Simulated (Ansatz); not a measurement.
Relaxation of GeH4OSSn (8 atoms, charge 0, multiplicity 1), to a largest force component of 0.02 eV/Å in at most 50 steps.

All numbers below come from Ansatz 0.2.0, RHF/def2-mTZVP.

```xyz
8
Properties=species:S:1:pos:R:3
O -0.053 -0.446 1.208
Ge 0.637 1.111 0.563
S 0.214 0.764 -1.607
Sn -0.604 -1.163 -0.542
H 2.164 1.138 0.840
H -0.127 2.374 1.077
H 0.246 -2.625 -0.920
H -2.385 -1.210 -0.676
```

**Question.** Where does it end, and by what steps?

**Answer.** It converged. After 5 steps the energy has fallen by 0.300 eV; H8 moved furthest, 0.15 Å.

```csv
step,energy less start (eV),largest force component (eV/Å),accepted
0,0.0000,1.986,yes
1,-0.0545,1.891,yes
2,-0.2732,0.805,yes
3,-0.2980,0.250,yes
4,-0.2997,0.067,yes
5,-0.3004,0.019,yes
```

```xyz
8
Properties=species:S:1:pos:R:3
O -0.062 -0.367 1.098
Ge 0.674 1.150 0.583
S 0.258 0.791 -1.611
Sn -0.669 -1.203 -0.586
H 2.170 1.210 0.899
H -0.065 2.372 1.131
H 0.149 -2.657 -0.916
H -2.362 -1.353 -0.655
```

The run took 26 s on 2 threads of Arm Neoverse V1 (shared host), peak memory 0.36 GiB.
